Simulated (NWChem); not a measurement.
System: C$_{3}$H$_{6}$OSi; SMILES [SiH2]1C(C)=CO1

```xyz
11

C      0.1983    -2.2347     0.0000
C     -0.0099    -0.7553     0.0000
C     -1.1485    -0.0300     0.0000
O     -0.8781     1.3430     0.0000
Si     0.7997     0.9134     0.0000
H      0.7630    -2.5667    -0.8812
H      0.7630    -2.5667     0.8812
H     -0.7587    -2.7714     0.0000
H     -2.2011    -0.3143     0.0000
H      1.5115     1.4033    -1.2097
H      1.5115     1.4033     1.2097
```
Atoms are numbered in this order, from 1.

Structure relaxed at the B3LYP/6-31G* (spherical d) level.

Symmetry labels are those of Cs in the frame above (b1 and b2, or b-type labels, depend on it). States above −ε(HOMO) = 5.4 eV lie in this functional's continuum and hang on the basis.

Problem. List the 6 lowest vertical singlet excitations from PBE/6-31+G* (spherical d), TDA (NWChem).

Solution. 
```json
[
 {"state": "S1", "energy (eV)": "4.18", "oscillator strength": "0.001", "symmetry": "a\"", "leading excitation (squared amplitude)": "HOMO → LUMO (1.00)"},
 {"state": "S2", "energy (eV)": "5.13", "oscillator strength": "0.001", "symmetry": "a\"", "leading excitation (squared amplitude)": "HOMO → LUMO+2 (1.00)"},
 {"state": "S3", "energy (eV)": "5.62", "oscillator strength": "0.003", "symmetry": "a\"", "leading excitation (squared amplitude)": "HOMO → LUMO+3 (1.00)"},
 {"state": "S4", "energy (eV)": "5.65", "oscillator strength": "0.075", "symmetry": "a'", "leading excitation (squared amplitude)": "HOMO → LUMO+1 (0.75)"},
 {"state": "S5", "energy (eV)": "5.86", "oscillator strength": "0.004", "symmetry": "a\"", "leading excitation (squared amplitude)": "HOMO → LUMO+4 (1.00)"},
 {"state": "S6", "energy (eV)": "6.06", "oscillator strength": "0.001", "symmetry": "a\"", "leading excitation (squared amplitude)": "HOMO → LUMO+5 (1.00)"}
]
```
